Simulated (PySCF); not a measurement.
Species: [WO3Br]- (charge -1 and singlet state).
Cartesian coordinates in Å at the PBE0-D3(BJ)/def2-SVP level; atoms count from 1:
```
atom  x, y, z in Å
W1     0.065    0.118    0.064
O2     0.014   -0.003    1.798
O3     1.722    0.198   -0.453
O4    -0.759    1.565   -0.432
Br5   -1.043   -1.878   -0.977
```

Theory: TDDFT CAM-B3LYP/def2-SVPD, vertical, gas phase, core orbitals frozen in the response, def2 core potentials past Kr (PySCF). Spin–orbit coupling is left out.

Transition dipole moments from the ground state, in atomic units and in the frame of the coordinates above (overall signs are arbitrary), for the states with f of 0.002 or more among the lowest 9:

| state | E (eV) | μx | μy | μz |
| --- | --- | --- | --- | --- |
| S4 | 5.642 | 0.162 | 0.291 | 0.149 |
| S6 | 5.828 | 0.041 | 0.081 | -0.178 |
| S7 | 5.844 | 0.181 | -0.099 | -0.004 |
| S8 | 5.976 | 0.147 | -0.080 | -0.004 |
| S9 | 5.988 | 0.026 | 0.055 | -0.157 |

(1) What oscillator strength does each state have?

(2) Which bond between heavy atoms lies closest to the direction of the S4 transition dipole?

(3) What peak molar absorption coefficient would the strongest computed level give as a lone Gaussian band 0.5 eV wide at half height?

Answers

(1) f = (2/3) ΔE |μ|² with ΔE in hartree (27.2114 eV).

```tsv
state	|μ|² (au)	|μ| (D)	f
S4	0.133	0.93	0.018
S6	0.040	0.51	0.006
S7	0.042	0.52	0.006
S8	0.028	0.43	0.004
S9	0.028	0.43	0.004
```

(2) W1–Br5, at 0° from it; next W1–O3, W1–O2 and W1–O4 at 70°.

(3) ε(max) = 2.175×10⁸ f / FWHM, with the width in cm⁻¹. S4: 2.175×10⁸ × 0.0184 / 4033 ≈ 990 L mol⁻¹ cm⁻¹.

No detachment energy is given for this anion; states above it aren't bound, and a finite basis only mimics them.

On one thread, x86-64 server, on a shared host, this took 22 s.
